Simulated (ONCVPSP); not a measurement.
# Plane-wave convergence, ONCV potential for Kr (Z = 36)

Kr (Z = 36), optimised norm-conserving Vanderbilt (ONCV), made with ONCVPSP 4.0.1 (LDA (Perdew-Wang 92), scalar-relativistic). Core [Ne] 3s2, reference 3p6 3d10 4s2 4p6. Waves: 4s: rc 1.40 bohr, ncon 4, nbas 8, qcut 5.3 1/bohr, 2 projectors, debl 3.8 Ha; 3p+4p: rc 1.10 bohr, ncon 3, nbas 6, qcut 14.9 1/bohr, 2 projectors; 3d: rc 0.95 bohr, ncon 4, nbas 9, qcut 13.5 1/bohr, local; f scattering state at 0.28 Ha: rc 1.45 bohr, ncon 4, nbas 7, qcut 7.6 1/bohr, 3 projectors, debl 1.6 Ha. Local part: the d channel. Core correction: none.

Question: For each optimised wave give the share of its norm inside rc, the residual kinetic energy above qcut (Ha) and the cutoffs (Ha) for errors of 10, 1, 0.1 and 0.01 mHa per electron.

Answer:

| wave | norm inside rc | residual KE | 10 mHa | 1 mHa | 0.1 mHa | 0.01 mHa |
| --- | --- | --- | --- | --- | --- | --- |
| 4s | 0.424 | 1.3e-03 | 10.7 | 14.8 | 66.4 | 87.0 |
| s projector 2 | 0.081 | 2.8e-03 | 12.0 | 17.9 | 72.6 | 121.7 |
| 3p | 0.983 | 9.1e-08 | 57.5 | 69.2 | 79.2 | 87.1 |
| 4p | 0.103 | 7.5e-09 | 49.0 | 64.2 | 77.2 | 88.0 |
| 3d | 0.917 | 1.9e-03 | 81.5 | 121.6 | 336.5 | 448.3 |
| f projector 1 | 0.000 | 3.4e-07 | 0.7 | 1.9 | 7.0 | 16.2 |
| f projector 2 | 0.087 | 5.0e-04 | 17.0 | 26.3 | 34.8 | 64.6 |
| f projector 3 | 0.138 | 3.5e-03 | 24.5 | 33.3 | 73.2 | 137.0 |

The occupied waves need 122 Ha and 336 Ha for 1 and 0.1 mHa. Rows with under 1 % of the norm inside rc give no meaningful cutoff. Note: ghosts flagged at negative energy: s at -349.9 eV, f at -8455.5 eV; GHOST(+) flagged for f at 371.4 eV. A true bound ghost makes a file unfit for plane-wave use.
